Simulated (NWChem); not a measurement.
ZnSiH$_{3}$Cl; SMILES [SiH3][Zn][Cl]

Q: Give the equilibrium geometry at PBE0/def2-SVP (NWChem) as a Z-matrix, with the point group.

A: point group C3v; any orientation.
```
Si
H 1 1.4966
H 1 1.4966 2 107.92
H 1 1.4967 2 107.92 3 116.38
Zn 1 2.3532 2 111.08 3 -121.97
Cl 5 2.1218 4 153.91 1 179.97
```
